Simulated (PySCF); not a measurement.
# H3SbO at several levels of theory

All levels use the PBE0 minimum (singlet; Sb–H 1.697 Å (×3), Sb–O 1.810 Å; H–Sb–H 102.3° (×3), H–Sb–O 115.9° (×3)), basis [Sb def2-TZVP with ECP28, O def2-TZVP, H def2-TZVP], scalar-relativistic core potentials, density fitting, no spin–orbit coupling, PySCF. For vertical energies the ionised species is a doublet (spins chosen at PBE0 and kept) and the electron-attached one a doublet. Atomisation goes to high-spin ground-configuration atoms, without zero-point energy. Open shells are unrestricted, also as the reference of the correlated levels. A dash marks a value that was not computed or is not defined at that level.

```csv
level,atomisation (kJ/mol),vertical IP (eV),vertical EA (eV),−ε(HOMO) (eV),gap (eV),dipole (D)
PBE0,1048,9.50,-0.80,7.43,6.43,4.48
HF,?,?,?,?,?,?
MP2,1007,9.97,-1.07,–,–,–
PBE,1111,9.69,-0.68,5.97,3.99,4.14
CCSD(T),?,–,–,–,–,–
r2SCAN,1079,9.56,-0.75,6.26,4.60,4.31
```

Fill in the row of HF.

atomisation (kJ/mol) 548, vertical IP (eV) 7.73, vertical EA (eV) -1.81, −ε(HOMO) (eV) 11.26, gap (eV) 13.47, dipole (D) 5.12.

Fill in the row of CCSD(T).

atomisation (kJ/mol) 1019.

For H₃SbO itself CCSD(T) correlates 24 electrons; T1 = 0.018, D1 = 0.052, (T) = -57 kJ/mol.

Without diffuse functions attachment energies tend to come out too low.
